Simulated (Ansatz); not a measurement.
Basis sets compared for Zn6Te6H22. Charge 0, multiplicity 1. Geometry PBE-D4/def2-SVP, loosely relaxed. Ansatz on 2 threads of AMD EPYC 7R13 on a shared host and a share (18 GiB) of an NVIDIA H100 80GB HBM3; times are rough, and most runs start from earlier orbitals.

| atom | x (Å) | y (Å) | z (Å) |
| --- | --- | --- | --- |
| Zn1 | 2.447 | -0.659 | 3.469 |
| Zn2 | -2.357 | 2.418 | 0.698 |
| Zn3 | 3.406 | -1.056 | -2.451 |
| Zn4 | -1.581 | 1.909 | -2.026 |
| Zn5 | -0.300 | -1.451 | 0.026 |
| Zn6 | -3.356 | -0.088 | 0.015 |
| Te7 | 3.534 | -1.166 | 0.616 |
| Te8 | 0.049 | 1.250 | 0.012 |
| Te9 | -0.092 | -2.166 | 2.541 |
| Te10 | -3.214 | 0.280 | 2.765 |
| Te11 | 0.803 | -2.523 | -2.058 |
| Te12 | -2.407 | -0.313 | -3.385 |
| H13 | 1.415 | 0.428 | 2.979 |
| H14 | 3.445 | -1.527 | 4.288 |
| H15 | -2.608 | 3.755 | 1.440 |
| H16 | -0.284 | 3.047 | 3.518 |
| H17 | 2.355 | 0.122 | -2.443 |
| H18 | 4.577 | -2.014 | -2.815 |
| H19 | -1.823 | 3.355 | -2.571 |
| H20 | 0.589 | 2.153 | -3.812 |
| H21 | -1.908 | -0.953 | -0.264 |
| H22 | -3.034 | 1.536 | -0.631 |
| H23 | -4.735 | -0.684 | -0.427 |
| H24 | 5.039 | -0.481 | 0.970 |
| H25 | 4.191 | -2.697 | 0.837 |
| H26 | 1.418 | 2.223 | -0.093 |
| H27 | 0.213 | 2.458 | 3.561 |
| H28 | -0.781 | -3.686 | 2.252 |
| H29 | -1.945 | 1.360 | 3.067 |
| H30 | -1.860 | -1.073 | 2.715 |
| H31 | 1.063 | 1.610 | -3.531 |
| H32 | 0.363 | -4.093 | -1.595 |
| H33 | -1.516 | 0.136 | -4.746 |
| H34 | -1.107 | -1.410 | -2.921 |

In the def2 sets Te takes a core potential; there is no spin–orbit coupling. Single mean-field runs in def2-SVP, def2-TZVP are fitted with def2-universal-jkfit. The geometry of the charge 0 singlet is only loosely relaxed. In the singlet geometry the species has come apart into loosely held pieces. In the singlet, H16 and H27 lie 0.77 Å apart, H20 and H31 lie 0.77 Å apart (atoms count from 1), so H2 has formed as a molecule.

Binding counts from free atoms (Zn singlet, Te triplet, H doublet) in the same basis, without a counterpoise term.

| level | functions | energy (Eh) | HOMO (eV) | LUMO (eV) | binding per atom (eV) | wall time |
| --- | --- | --- | --- | --- | --- | --- |
| PBE-D4/def2-SVP | 452 | -12294.3763 | -5.65 | -2.43 | 2.00 | 3.7 s |
| PBE0-D4/def2-SVP | 452 | -12294.6662 | -6.59 | -1.72 | 1.97 | 5.5 s |

Q: Estimate the rows for PBE-D4/def2-TZVP (with forces), PBE0-D4/def2-TZVP.

A: 
```tsv
level	functions	energy (Eh)	HOMO (eV)	LUMO (eV)	binding per atom (eV)	wall time
PBE-D4/def2-TZVP (with forces)	720	-12296.0544	-5.73	-2.54	1.96	10 s
PBE0-D4/def2-TZVP	720	-12296.2785	-6.61	-1.83	1.94	9.5 s
```
